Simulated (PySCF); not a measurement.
Correlation energy of S (sulfur, neutral)

[Ne] 3s1 3p4 3d1, one real determinant (an excited configuration). Calculation: PySCF 2.14, in aug-cc-pV(T+d)Z (6s5p4d2f, 55 functions); the non-relativistic Hamiltonian (point nucleus). Frozen: [Ne]; 6 electrons correlated.

| level | correlation energy (mhartree) |
| --- | --- |
| CCSD | -140.45 |
| (T) | -11.77 |
| CCSD(T) | -152.22 |

Diagnostics: T1 = 0.020, D1 = 0.0598, largest double amplitude 0.190.

The real determinant used has ⟨L²⟩ near 8 against 12 for a pure F term, so it mixes terms. The outer electron is Rydberg-like, and this basis confines it to a smaller radius and binds it less than a complete one would. A double-excitation amplitude exceeds 0.15, a sign of near-degeneracy.

Cost of the coupled-cluster step: of the order of 4 core-seconds, for 6 correlated electrons.

The reference is one real determinant that mixes LS terms of this configuration.
